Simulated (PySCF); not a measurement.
Compound: C₄H₇PTe.
Atom-mapped SMILES: `[CH:1]#[C:2][CH2:3][P@H:4]([CH3:5])=[Te:6]` (hydrogens: H7 on C1; H8, H9 on C3; H10 on P4; H11, H12, H13 on C5)

A GFN2-xTB structure was refined with PySCF 2.14.0, PBE0-D3(BJ)/def2-SVP geometry optimisation, gas phase, def2 core potentials past Kr. Its GFN2-xTB values:

| coordinate | GFN2-xTB |
| --- | --- |
| C1≡C2 | 1.229 Å |
| C1–H7 | 1.023 Å |
| C2–C3 | 1.449 Å |
| C3–P4 | 1.808 Å |
| C3–H8 | 1.085 Å |
| C3–H9 | 1.121 Å |
| P4–C5 | 1.854 Å |
| P4=Te6 | 2.316 Å |
| P4–H10 | 1.400 Å |
| C5–H11 | 1.081 Å |
| C1–C2–C3 | 177.2° |
| C2–C3–P4 | 112.6° |
| C3–P4–C5 | 103.1° |
| C3–P4–Te6 | 115.8° |
| C5–P4–Te6 | 115.6° |

Problem. How do these coordinates change at the PBE0-D3(BJ)/def2-SVP level?

Solution. 
| coordinate | PBE0-D3(BJ)/def2-SVP (Å or °) | change |
| --- | --- | --- |
| C1–H7 | 1.075 | +0.052 |
| C3–P4 | 1.855 | +0.047 |
| P4–C5 | 1.819 | -0.035 |
| P4–H10 | 1.422 | +0.022 |
| P4=Te6 | 2.337 | +0.021 |
| C5–H11 | 1.100 | +0.019 |
| C3–H9 | 1.102 | -0.019 |
| C3–H8 | 1.103 | +0.018 |
| C1≡C2 | 1.212 | -0.017 |
| C2–C3 | 1.448 | -0.001 |
| C3–P4–C5 | 104.8 | +1.7 |
| C3–P4–Te6 | 114.1 | -1.7 |
| C5–P4–Te6 | 116.3 | +0.7 |
| C2–C3–P4 | 112.9 | +0.3 |
| C1–C2–C3 | 177.2 | 0.0 |

The energy falls by 0.164 eV over 7 energy and gradient evaluations, the largest force component goes from 0.0726 to 1.9e-04 Eh/bohr, and the atoms move by 0.044 Å rms after alignment. The bond that changes most is C1–H7 (terminal alkyne carbon to alkyne hydrogen), which lengthens by 0.052 Å. Bonds longer at the end by more than 0.005 Å: 6 of 12; shorter: 4. Rotational constants go from 5134, 634.4, 583.1 to 4969, 629.8, 576.8 MHz.

The run used 135 basis functions and 56 SCF cycles in all.

Stationary, but not proved a minimum. One conformer, not necessarily the lowest.

Conformer computed: `[CH:1]#[C:2][CH2:3][P@H:4]([CH3:5])=[Te:6]`: C2–C3–P4–C5 -55°.
